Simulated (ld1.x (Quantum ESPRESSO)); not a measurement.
## Before and after: TM potential for platinum (Pt)

platinum (Pt), norm-conserving Troullier–Martins (Kleinman–Bylander form), made with ld1.x (Quantum ESPRESSO) 7.5 (LDA (PZ), scalar-relativistic). Core [Xe] 4f14, reference 5d7 6s0 6p0 (charge +3). Waves: 6s (bound, empty): rc 2.20 bohr; 6p (bound, empty): rc 1.95 bohr; 5d (bound): rc 2.00 bohr. Local part: the d channel. Core correction: none.

Change: wave 5d (bound): rc 2.00 bohr becomes 5d (bound): rc 2.96 bohr.

Cutoffs: the cutoffs (Ry, on a coarse ladder) from which the occupation-weighted sum of valence levels, in a spherical-Bessel basis at the reference potential, stays within 10 and 1 mRy of its value at 400 Ry; they do not see the model core or the augmentation charge, which bear on the density cutoff. Errors are all-electron minus pseudo energies relative to the spin-unpolarised reference configuration.

**Question.** How do hardness, ghosts and transferability respond?

**Answer.** The potential gets softer (40 Ry and 50 Ry → 30 Ry and 40 Ry); both files keep a bound ghost (p, s); of the 9 tests that both files solve, the error grows in 4 and shrinks in 4 by more than 15 % and 0.3 meV (median size 39.5 → 96.2 meV). A larger radius leaves more room for a smooth pseudo-wave, so fewer plane waves are needed.

```csv
quantity,base,changed
"cutoff, loose",40 Ry,30 Ry
"cutoff, tight",50 Ry,40 Ry
bound ghosts,"s, p","s, p"
"error for 5d9 6s1 6p0, meV [ΔE -62.32 eV]",+69,-166
"error for 5d9 6s0 6p0, meV [ΔE -52.77 eV]",-29,-77
"error for 5d8 6s0 6p0, meV [ΔE -32.51 eV]",-8.7,-0.1
"error for 5d8 6s2 6p0, meV [ΔE -61.39 eV]",+134,-96
"error for 5d10 6s0 6p0, meV [ΔE -62.26 eV]",-33,-245
"error for 5d9.5 6s0.5 6p0, meV [ΔE -62.40 eV]",+21,-204
"error for 5d6 6s0 6p0, meV [ΔE 45.95 eV]",-39,+27
"error for 5d7 6s0 6p0 (spin-polarised), meV [ΔE -1.39 eV]",+1071,+989
"error for 5d9 6s1 6p0 (spin-polarised), meV [ΔE -62.69 eV]",+174,-64
```

 A true bound ghost makes a file unfit for plane-wave use even where its test errors are small: the radial tests pick states by their node count and pass the ghost by.
